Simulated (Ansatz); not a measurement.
`[BH2][Al]([CH3])[CH3]` at its PBE0-D4/def2-TZVP geometry, where that method's forces vanish. Total charge 0; spin multiplicity 1.

```xyz
12

B     1.3261    1.5013   -1.0561
Al    0.0840    0.0954   -0.0600
C     0.8329   -1.1796    1.2324
C    -1.8461    0.0315   -0.4177
H     1.5748    2.5918   -0.6152
H     1.8509    1.2843   -2.1158
H     0.5675   -0.8697    2.2507
H     0.4076   -2.1792    1.0939
H     1.9214   -1.2656    1.1945
H    -2.4128   -0.2899    0.4614
H    -2.0474   -0.7037   -1.2069
H    -2.2588    0.9834   -0.7613
```

Q: What forces (eV/Å) does r2SCAN-D4/def2-TZVPP give on these atoms in the Gaussian-basis code of Ansatz? (An estimate is asked.)

A: Computed: 
```
B1  -0.023 -0.025  0.018
Al2  0.029  0.033 -0.024
C3   0.007  0.014 -0.023
C4   0.022  0.016  0.008
H5   0.005 -0.025 -0.027
H6  -0.005  0.024  0.028
H7   0.012 -0.020 -0.014
H8   0.014  0.013  0.018
H9  -0.028 -0.015  0.023
H10 -0.006  0.003 -0.023
H11 -0.013  0.016  0.014
H12 -0.014 -0.033  0.002
```
